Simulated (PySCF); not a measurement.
From one molecule to another.

First species: C₆H₈N₂O.
Geometry (GFN2-xTB, Å), atoms numbered from 1 in this order:
```xyz
17
C6H8N2O angstrom
C     -1.9229   -2.6136    0.1536
C     -0.8199   -1.8781    0.0913
C     -0.7965   -0.4417    0.2391
N     -1.8724    0.3072    0.4525
N     -1.4506    1.5583    0.5313
C     -0.1054    1.6709    0.3749
C      0.3588    0.3889    0.1816
O      1.6176   -0.0753   -0.0243
C      2.6278    0.9019   -0.0452
H     -2.8802   -2.1527    0.3235
H     -1.8990   -3.6833    0.0378
H      0.1511   -2.3231   -0.0779
H     -2.1118    2.3003    0.6921
H      0.3878    2.6204    0.4131
H      3.5620    0.3705   -0.2175
H      2.6819    1.4366    0.9095
H      2.4645    1.6248   -0.8521
```

Second species: C6H13ClO2S.
Numbering: `[CH3:1][CH2:2][C@@H:3]([CH3:4])[C@H:5]([CH3:6])[S:7](=[O:8])(=[O:9])[Cl:10]` (hydrogens: H11, H12, H13 on C1; H14, H15 on C2; H16 on C3; H17, H18, H19 on C4; H20 on C5; H21, H22, H23 on C6)

Levels: PBE0/pcSseg-1 for dipole moment, HOMO energy, LUMO energy and HOMO–LUMO gap; GFN2-xTB for rotational constant A and rotational constant C. Geometries: GFN2-xTB. Each species is one conformer at its optimised geometry, gas phase, non-relativistic unless stated; the electronic structure was computed with PySCF and density fitting.

Dipoles, sizes and rotational constants follow the conformer. The torsions of the flexible species, by atom-mapped SMILES:
- `[CH2:1]=[CH:2][c:3]1[n:4][nH:5][cH:6][c:7]1[O:8][CH3:9]`: C1–C2–C3–N4 0°, C6–C7–O8–C9 0°
- `[CH3:1][CH2:2][C@@H:3]([CH3:4])[C@H:5]([CH3:6])[S:7](=[O:8])(=[O:9])[Cl:10]`: C1–C2–C3–C4 175°, C2–C3–C5–C6 -71°, C3–C5–S7–O8 88°

Problem. Which of the two has the higher HOMO energy, and by how much?

Solution. The first: -6.11 eV against -8.89 eV, a difference of 2.78 eV.

Problem. Which of the two has the higher HOMO–LUMO gap, and by how much?

Solution. The second: 7.65 eV against 5.70 eV, a difference of 1.95 eV.

Problem. Which of the two has the higher LUMO energy, and by how much?

Solution. The first: -0.41 eV against -1.24 eV, a difference of 0.83 eV.

Problem. Which of the two has the higher rotational constant A, and by how much?

Solution. The first: 2.670 GHz against 1.546 GHz, a difference of 1.124 GHz.

Problem. Which has the higher dipole moment?

Solution. The second: 4.70 D against 3.78 D, a difference of 0.92 D.

Problem. Which of the two has the higher rotational constant C, and by how much?

Solution. The first: 0.910 GHz against 0.595 GHz, a difference of 0.315 GHz.

On the first: In atomic units the dipole is 1.49 e·bohr (1 au = 2.5417 D). A dipole of 3.78 D is allowed in Cs, and pure rotational transitions are dipole-allowed.

On the second: The dipole matches unit charges of opposite sign 0.98 Å apart (1 e·Å = 4.8032 D).
